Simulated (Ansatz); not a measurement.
The cluster Si3Pt⁺. Charge 1, multiplicity 2. Geometry B3LYP-D4/def2-SVP; atoms count from 1.

Cartesian coordinates in Å:
```
Pt 0.1273 1.2517 0.1744
Si 0.8701 -0.3233 1.7115
Si -0.8718 0.3304 -1.7093
Si -0.1256 -1.2587 -0.1766
```

In the def2 sets Pt takes a core potential; there is no spin–orbit coupling. The structure comes from a short search, and lower isomers may exist.

**Question.** Estimate the Mulliken populations from the PBE0/def2-TZVP orbitals of Ansatz.

**Answer.** 
| atom | charge (e) | spin (α − β) | d electrons |
| --- | --- | --- | --- |
| Pt1 | 0.49 | 0.20 | 8.70 |
| Si2 | 0.20 | 0.16 | – |
| Si3 | 0.20 | 0.16 | – |
| Si4 | 0.11 | 0.47 | – |
Mulliken values and Mayer orders depend strongly on the basis.

**Question.** Where does the spin sit?

**Answer.** Summed by element: Pt 0.20, Si 0.80, of 1 unpaired in all. Largest on single atoms: Si4 0.47, Pt1 0.20, Si3 0.16.

**Question.** And the Mayer bond orders between bonded heavy atoms (over 0.3)?

**Answer.** Pt1–Si2 1.04 (2.32 Å); Pt1–Si3 1.04 (2.32 Å); Pt1–Si4 0.73 (2.55 Å); Si2–Si4 1.14 (2.33 Å); Si3–Si4 1.14 (2.33 Å). Values over 0.3 also appear between atoms too far apart for a bond (Si2–Si3 0.40 at 3.89 Å); they arise where an orbital or an unpaired electron spreads over both atoms.
